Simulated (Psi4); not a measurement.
Input for Psi4: SAPT0/jun-cc-pV(D+d)Z on C2H6F2 (a complex), monomers drawn apart or pushed together.

```
memory 2025 MB

molecule dimer {
0 1
C    -0.02521954   -0.03456342   -0.24427788
H     0.30674190    0.85721560    0.28550750
H    -1.10735104   -0.00543579   -0.37181517
H     0.44892211   -0.07179702   -1.22398833
H     0.25411508   -0.91839595    0.32751309
--
0 1
F     0.34715811    1.19340115    5.54774091
C    -0.46585545    0.10953003    5.68980018
F     0.29432789   -1.01688009    5.59310216
H    -1.19391421    0.11026770    4.87803232
H    -0.91860106    0.14069773    6.68216617
units angstrom
symmetry c1
no_reorient
no_com
}

set {
  basis jun-cc-pV(D+d)Z
  scf_type df
  freeze_core true
}

energy('sapt0')
```

Output:

```
[...]
==> Input File <==

--------------------------------------------------------------------------
memory 2025 MB

molecule dimer {
0 1
C    -0.02521954   -0.03456342   -0.24427788
H     0.30674190    0.85721560    0.28550750
H    -1.10735104   -0.00543579   -0.37181517
H     0.44892211   -0.07179702   -1.22398833
H     0.25411508   -0.91839595    0.32751309
--
0 1
F     0.34715811    1.19340115    5.54774091
C    -0.46585545    0.10953003    5.68980018
F     0.29432789   -1.01688009    5.59310216
H    -1.19391421    0.11026770    4.87803232
H    -0.91860106    0.14069773    6.68216617
units angstrom
symmetry c1
no_reorient
no_com
}

set {
  basis jun-cc-pV(D+d)Z
  scf_type df
  freeze_core true
}

energy('sapt0')
--------------------------------------------------------------------------


   => Loading Basis Set <=

    Name: JUN-CC-PV(D+D)Z
    Role: ORBITAL
    Keyword: BASIS
    atoms 1, 7      entry C          line   188 file jun-cc-pv_dpd_z.gbs
    atoms 2-5, 9-10 entry H          line    60 file jun-cc-pv_dpd_z.gbs
    atoms 6, 8      entry F          line   290 file jun-cc-pv_dpd_z.gbs

   => Loading Basis Set <=

    Name: JUN-CC-PV(D+D)Z
    Role: ORBITAL
    Keyword: BASIS
    atoms 1, 7      entry C          line   188 file jun-cc-pv_dpd_z.gbs
    atoms 2-5, 9-10 entry H          line    60 file jun-cc-pv_dpd_z.gbs
    atoms 6, 8      entry F          line   290 file jun-cc-pv_dpd_z.gbs


  //>>>>>>>>>>>>>>>>>>>>>>>>>>>>>>>>>>>//
  //              Dimer HF             //
  //<<<<<<<<<<<<<<<<<<<<<<<<<<<<<<<<<<<//

   => Libint2 <=

    Primary   basis highest AM E, G, H:  7, 6, 3
    Auxiliary basis highest AM E, G, H:  7, 7, 4
    Onebody   basis highest AM E, G, H:  -, -, -
    Solid Harmonics ordering:            Gaussian


   => Loading Basis Set <=

    Name: JUN-CC-PV(D+D)Z
    Role: ORBITAL
    Keyword: BASIS
    atoms 1, 7      entry C          line   188 file jun-cc-pv_dpd_z.gbs
    atoms 2-5, 9-10 entry H          line    60 file jun-cc-pv_dpd_z.gbs
    atoms 6, 8      entry F          line   290 file jun-cc-pv_dpd_z.gbs


         ---------------------------------------------------------
                                   SCF
               by Justin Turney, Rob Parrish, Andy Simmonett
                          and Daniel G. A. Smith
                              RHF Reference
                        1 Threads,   1931 MiB Core
         ---------------------------------------------------------

  ==> Geometry <==

    Molecular point group: c1
    Full point group: C1

    Geometry (in Angstrom), charge = 0, multiplicity = 1:

       Center              X                  Y                   Z               Mass
    ------------   -----------------  -----------------  -----------------  -----------------
         C           -0.025219540000    -0.034563420000    -0.244277880000    12.000000000000
         H            0.306741900000     0.857215600000     0.285507500000     1.007825032230
         H           -1.107351040000    -0.005435790000    -0.371815170000     1.007825032230
         H            0.448922110000    -0.071797020000    -1.223988330000     1.007825032230
         H            0.254115080000    -0.918395950000     0.327513090000     1.007825032230
         F            0.347158110000     1.193401150000     5.547740910000    18.998403162730
         C           -0.465855450000     0.109530030000     5.689800180000    12.000000000000
         F            0.294327890000    -1.016880090000     5.593102160000    18.998403162730
         H           -1.193914210000     0.110267700000     4.878032320000     1.007825032230
         H           -0.918601060000     0.140697730000     6.682166170000     1.007825032230

  Running in c1 symmetry.

  Rotational constants: A =      0.29009  B =      0.01022  C =      0.00999 [cm^-1]
  Rotational constants: A =   8696.54423  B =    306.30288  C =    299.40628 [MHz]
  Nuclear repulsion =  113.562016154378142

  Charge       = 0
  Multiplicity = 1
  Electrons    = 36
  Nalpha       = 18
  Nbeta        = 18

  ==> Algorithm <==

  SCF Algorithm Type is DF.
  DIIS enabled.
  MOM disabled.
  Fractional occupation disabled.
  Guess Type is SAD.
  Energy threshold   = 1.00e-08
  Density threshold  = 1.00e-08
  Integral threshold = 1.00e-12

  ==> Primary Basis <==

  Basis Set: JUN-CC-PV(D+D)Z
    Blend: JUN-CC-PV(D+D)Z
    Number of shells: 50
    Number of basis functions: 102
    Number of Cartesian functions: 106
    Spherical Harmonics?: true
    Max angular momentum: 2

   => Loading Basis Set <=

    Name: (JUN-CC-PV(D+D)Z AUX)
    Role: JKFIT
    Keyword: DF_BASIS_SCF
    atoms 1, 7      entry C          line   146 file jun-cc-pvdz-jkfit.gbs
    atoms 2-5, 9-10 entry H          line    70 file jun-cc-pvdz-jkfit.gbs
    atoms 6, 8      entry F          line   314 file jun-cc-pvdz-jkfit.gbs

  ==> Integral Setup <==

  DFHelper Memory: AOs need 0.032 GiB; user supplied 1.414 GiB.
  SCF_SUBTYPE=INCORE selected. In-core MEM_DF algorit
[...]
738199    82A      2.740397
      83A      2.741665    84A      2.745589    85A      2.916795
      86A      3.003533    87A      3.008732    88A      3.545801
      89A      3.951681    90A      3.961272    91A      3.974835
      92A      4.003716    93A      4.016866    94A      4.210197
      95A      4.317628    96A      4.369232    97A      4.516661
      98A      4.566020    99A      5.038521   100A      5.042313
     101A      5.045405   102A     18.434087

    Final Occupation by Irrep:
              A
    DOCC [    13 ]
    NA   [    13 ]
    NB   [    13 ]

  @DF-RHF Final Energy:  -237.92313417014645

   => Energetics <=

    Nuclear Repulsion Energy =             76.9737895027469108
    One-Electron Energy =                -483.5716411621523321
    Two-Electron Energy =                 168.6747174892589669
    Total Energy =                       -237.9231341701464544

Computation Completed


Properties will be evaluated at   0.000000,   0.000000,   0.000000 [a0]

Properties computed using the SCF density matrix


 Multipole Moments:

 ------------------------------------------------------------------------------------
     Multipole            Electronic (a.u.)      Nuclear  (a.u.)        Total (a.u.)
 ------------------------------------------------------------------------------------

 L = 1.  Multiply by 2.5417464519 to convert [e a0] to [Debye]
 Dipole X            :         -2.5739222            1.6359851           -0.9379371
 Dipole Y            :         -4.6929393            4.7183346            0.0253953
 Dipole Z            :       -275.6948134          275.8368733            0.1420599
 Magnitude           :                                                    0.9489742

 ------------------------------------------------------------------------------------

  Constructing Basis Sets for SAPT...

   => Loading Basis Set <=

    Name: (JUN-CC-PV(D+D)Z AUX)
    Role: RIFIT
    Keyword: DF_BASIS_SAPT
    atoms 1, 7      entry C          line   100 file jun-cc-pvdz-ri.gbs
    atoms 2-5, 9-10 entry H          line    30 file jun-cc-pvdz-ri.gbs
    atoms 6, 8      entry F          line   232 file jun-cc-pvdz-ri.gbs

   => Loading Basis Set <=

    Name: (JUN-CC-PV(D+D)Z AUX)
    Role: JKFIT
    Keyword: DF_BASIS_ELST
    atoms 1, 7      entry C          line   146 file jun-cc-pvdz-jkfit.gbs
    atoms 2-5, 9-10 entry H          line    70 file jun-cc-pvdz-jkfit.gbs
    atoms 6, 8      entry F          line   314 file jun-cc-pvdz-jkfit.gbs


  //>>>>>>>>>>>>>>>>>>>>>>>>>>>>>>>>>>>//
  //               SAPT0               //
  //<<<<<<<<<<<<<<<<<<<<<<<<<<<<<<<<<<<//



        SAPT0
    Ed Hohenstein
     6 June 2009

      Orbital Information
  --------------------------
    NSO        =       102
    NMO        =       102
    NRI        =       344
    NRI (Elst) =       454
    NOCC A     =         5
    NOCC B     =        13
    FOCC A     =         1
    FOCC B     =         3
    NVIR A     =        97
    NVIR B     =        89

    Elst10,r            =    -0.000034910402 [Eh]
    Exch10              =     0.000000248906 [Eh]
    Exch10 (S^2)        =     0.000000248906 [Eh]

    Maxiter = 50
    CPHF R converge = 1.000000E-08

    Iter     Energy [mEh]          dE [mEh]         Residual      Time [s]
       1      -0.00296550       0.002965504     2.923566e-04             0
       2      -0.00348013       0.000514622     8.631504e-05             0
       3      -0.00357086       0.000090738     1.494891e-05             0
       4      -0.00356579      -0.000005069     4.324804e-06             0
       5      -0.00356156      -0.000004237     5.572983e-07             0
       6      -0.00356195       0.000000390     6.844946e-08             0
       7      -0.00356193      -0.000000020     1.034245e-08             0
       8      -0.00356193       0.000000001     1.224777e-09             0

    CHF Iterations converged

    Maxiter = 50
    CPHF R converge = 1.000000E-08

    Iter     Energy [mEh]          dE [mEh]         Residual      Time [s]
       1      -0.00001774       0.000017742     2.515050e-05             0
       2      -0.00002142       0.000003673     1.247768e-05             0
       3      -0.00002208       0.000000667     2.552174e-06             0
       4      -0.00002201      -0.000000073     7.562907e-07             0
       5      -0.00002199      -0.000000022     1.489345e-07             0
       6      -0.00002199       0.000000005     4.350504e-08             0
       7      -0.00002199       0.000000001     8.442643e-09             0

    CHF Iterations converged

    Ind20,r (A<-B)      =    -0.000003561928 [Eh]
    Ind20,r (B<-A)      =    -0.000000021992 [Eh]
    Ind20,r             =    -0.000003583920 [Eh]
    Exch-Ind20,r (A<-B) =     0.000000030601 [Eh]
    Exch-Ind20,r (B<-A) =     0.000000004641 [Eh]
    Exch-Ind20,r        =     0.000000035242 [Eh]
    Disp20              =    -0.000050951938 [Eh]
    Disp20 (SS)         =    -0.000025475969 [Eh]
    Disp20 (OS)         =    -0.000025475969 [Eh]
    Exch-Disp20         =     0.000000032848 [Eh]
    Exch-Disp20 (SS)    =     0.000000024047 [Eh]
    Exch-Disp20 (OS)    =     0.000000008801 [Eh]

    SAPT Results
  --------------------------------------------------------------------------------------------------------
    Electrostatics                 -0.03491040 [mEh]      -0.02190661 [kcal/mol]      -0.09165725 [kJ/mol]
      Elst10,r                     -0.03491040 [mEh]      -0.02190661 [kcal/mol]      -0.09165725 [kJ/mol]

    Exchange                        0.00024891 [mEh]       0.00015619 [kcal/mol]       0.00065350 [kJ/mol]
      Exch10                        0.00024891 [mEh]       0.00015619 [kcal/mol]       0.00065350 [kJ/mol]
      Exch10(S^2)                   0.00024891 [mEh]       0.00015619 [kcal/mol]       0.00065350 [kJ/mol]

    Induction                      -0.00357178 [mEh]      -0.00224132 [kcal/mol]      -0.00937770 [kJ/mol]
      Ind20,r                      -0.00358392 [mEh]      -0.00224894 [kcal/mol]      -0.00940958 [kJ/mol]
      Exch-Ind20,r                  0.00003524 [mEh]       0.00002211 [kcal/mol]       0.00009253 [kJ/mol]
      delta HF,r (2)               -0.00002310 [mEh]      -0.00001450 [kcal/mol]      -0.00006065 [kJ/mol]

    Dispersion                     -0.05091909 [mEh]      -0.03195221 [kcal/mol]      -0.13368805 [kJ/mol]
      Disp20                       -0.05095194 [mEh]      -0.03197282 [kcal/mol]      -0.13377429 [kJ/mol]
      Exch-Disp20                   0.00003285 [mEh]       0.00002061 [kcal/mol]       0.00008624 [kJ/mol]
      Disp20 (SS)                  -0.02547597 [mEh]      -0.01598641 [kcal/mol]      -0.06688715 [kJ/mol]
      Disp20 (OS)                  -0.02547597 [mEh]      -0.01598641 [kcal/mol]      -0.06688715 [kJ/mol]
      Exch-Disp20 (SS)              0.00002405 [mEh]       0.00001509 [kcal/mol]       0.00006313 [kJ/mol]
      Exch-Disp20 (OS)              0.00000880 [mEh]       0.00000552 [kcal/mol]       0.00002311 [kJ/mol]

  Total HF                         -0.03823327 [mEh]      -0.02399174 [kcal/mol]      -0.10038145 [kJ/mol]
  Total SAPT0                      -0.08915236 [mEh]      -0.05594395 [kcal/mol]      -0.23406950 [kJ/mol]

  Special recipe for scaled SAPT0 (see Manual):
    Electrostatics sSAPT0          -0.03491040 [mEh]      -0.02190661 [kcal/mol]      -0.09165725 [kJ/mol]
    Exchange sSAPT0                 0.00024891 [mEh]       0.00015619 [kcal/mol]       0.00065350 [kJ/mol]
    Induction sSAPT0               -0.00357178 [mEh]      -0.00224132 [kcal/mol]      -0.00937770 [kJ/mol]
    Dispersion sSAPT0              -0.05091909 [mEh]      -0.03195221 [kcal/mol]      -0.13368805 [kJ/mol]
  Total sSAPT0                     -0.08915236 [mEh]      -0.05594395 [kcal/mol]      -0.23406950 [kJ/mol]
  --------------------------------------------------------------------------------------------------------



*** Psi4 exiting successfully. Buy a developer a beer!
```

The run finished.

Cost: around 7 core-seconds (rough).
